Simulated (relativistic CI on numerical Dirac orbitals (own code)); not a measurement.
# Forbidden transitions in Lu23+

Computed by Dirac-Coulomb-Breit CI, KLI orbitals optimised for each configuration, QED by a radiative potential, unscaled Slater integrals (own radial code, finite nucleus).

Configuration list (outside the closed core [Ar] 3d10): 4s2 4p6 4d10 4f2, 4s2 4p6 4d10 4f 5s, 4s2 4p6 4d9 4f3, 4s2 4p6 4d10 5s2, 4s2 4p6 4d10 4f 5p, 4s2 4p6 4d10 5s 5p, 4s2 4p6 4d10 5p2, 4s2 4p6 4d10 4f 5d, 4s2 4p6 4d10 5s 5d, 4s2 4p5 4d10 4f3, 4s2 4p6 4d10 5p 5d, 4s2 4p6 4d9 4f 5s2, 4s2 4p6 4d9 4f2 5s, 4s2 4p6 4d10 4f 5f, 4s 4p6 4d10 4f3, 4s2 4p6 4d9 4f 5s 5p. Levels of other configurations are missing.

| λ vac (Å) | Lower | Upper | Type | A (s⁻¹) | gf | Branching (%) |
| --- | --- | --- | --- | --- | --- | --- |
| 67.357 | 4s2 4p6 4d10 4f2 3H_6 [6] | 4s2 4p6 4d9 4f3 3K°_8 [104] | M2 | 3.57e+03 | 4.13e-08 | 87.4 |
| 67.561 | 4s2 4p6 4d10 4f2 3H_6 [6] | 4s2 4p6 4d9 4f3 3K°_8 [97] | M2 | 4.92e+01 | 5.72e-10 | n/a |
| 68.344 | 4s2 4p6 4d10 4f2 3H_6 [6] | 4s2 4p6 4d9 4f3 5I°_8 [77] | M2 | 3.11e+03 | 3.70e-08 | 93.0 |
| 69.041 | 4s2 4p6 4d10 4f2 3F_2 [2] | 4s2 4p6 4d10 5s2 1S_0 [47] | E2 | 1.26e+03 | 9.03e-10 | 11.2 |
| 69.109 | 4s2 4p6 4d10 4f2 3H_6 [6] | 4s2 4p6 4d9 4f3 5I°_8 [63] | M2 | 2.32e+03 | 2.82e-08 | 93.7 |
| 69.502 | 4s2 4p6 4d10 4f2 1I_6 [11] | 4s2 4p6 4d9 4f3 3K°_8 [97] | M2 | 1.15e+03 | 1.42e-08 | n/a |
| 69.951 | 4s2 4p6 4d10 4f2 3H_6 [6] | 4s2 4p6 4d9 4f3 5L°_8 [46] | M2 | 5.13e+01 | 6.40e-10 | n/a |
| 71.229 | 4s2 4p6 4d10 4f2 1D_2 [8] | 4s2 4p6 4d10 5s2 1S_0 [47] | E2 | 6.83e+03 | 5.20e-09 | 60.6 |
| 72.612 | 4s2 4p6 4d10 4f2 3P_2 [12] | 4s2 4p6 4d10 5s2 1S_0 [47] | E2 | 2.52e+03 | 1.99e-09 | 22.4 |
| 1164.4 | 4s2 4p6 4d10 4f2 3P_1 [10] | 4s2 4p6 4d10 4f2 1S_0 [13] | M1 | 1.69e+03 | 3.44e-07 | 96.3 |
| 1740.3 | 4s2 4p6 4d10 4f2 3H_5 [3] | 4s2 4p6 4d10 4f2 1I_6 [11] | M1 | 1.36e+02 | 8.01e-07 | 66.2 |
| 2011.6 | 4s2 4p6 4d9 4f3 5L°_9 [51] | 4s2 4p6 4d9 4f3 3K°_8 [104] | M1 | 2.41e+02 | 2.49e-06 | 5.9 |
| 2246.9 | 4s2 4p6 4d10 4f2 3F_2 [2] | 4s2 4p6 4d10 4f2 1D_2 [8] | M1 | 1.64e+02 | 6.20e-07 | 64.0 |
| 2419.6 | 4s2 4p6 4d10 4f2 3H_6 [6] | 4s2 4p6 4d10 4f2 1I_6 [11] | M1 | 6.92e+01 | 7.89e-07 | 33.7 |
| 3317.0 | 4s2 4p6 4d10 4f2 3H_4 [1] | 4s2 4p6 4d10 4f2 1G_4 [4] | M1 | 6.53e+01 | 9.70e-07 | 93.6 |
| 3740.9 | 4s2 4p6 4d10 4f2 1D_2 [8] | 4s2 4p6 4d10 4f2 3P_2 [12] | M1 | 1.67e+02 | 1.75e-06 | 59.7 |
| 4595.2 | 4s2 4p6 4d10 4f2 1G_4 [4] | 4s2 4p6 4d10 4f2 3F_4 [7] | M1 | 9.63e+01 | 2.74e-06 | 39.1 |
| 4626.4 | 4s2 4p6 4d10 4f2 3F_3 [5] | 4s2 4p6 4d10 4f2 3F_4 [7] | M1 | 1.11e+02 | 3.20e-06 | 45.0 |
| 5535.2 | 4s2 4p6 4d10 4f2 3H_4 [1] | 4s2 4p6 4d10 4f2 3H_5 [3] | M1 | 1.40e+02 | 7.09e-06 | 100.0 |
| 6198.3 | 4s2 4p6 4d10 4f2 3H_5 [3] | 4s2 4p6 4d10 4f2 3H_6 [6] | M1 | 9.12e+01 | 6.83e-06 | 100.0 |

Terms are leading LS components. Brackets give the number of a level in order of energy, since labels repeat. The list gives strong lines, with weight on those to low levels, among the lowest 200 of 1271 levels, so that lines to higher ones, which can be the strongest, are missing. Levels whose partners in the same complex of configurations lie outside the list can be far off, and so can their lines. Rates are taken at the computed energies, electric ones in the length gauge.

At this charge transitions that keep the count of f electrons are usually good to a few per cent. Terms inside the open d or f shell come out 10 to 20 % too wide with unscaled integrals. Levels that differ in their count of f electrons can be misplaced by several ten thousand cm⁻¹, since the correlation energy of f electrons is missing or only estimated; rates across such gaps can be off by orders of magnitude.

LS names give the leading component of a level, which can be under half, so a name can repeat, a term be missing and a line seem to break the LS rules.
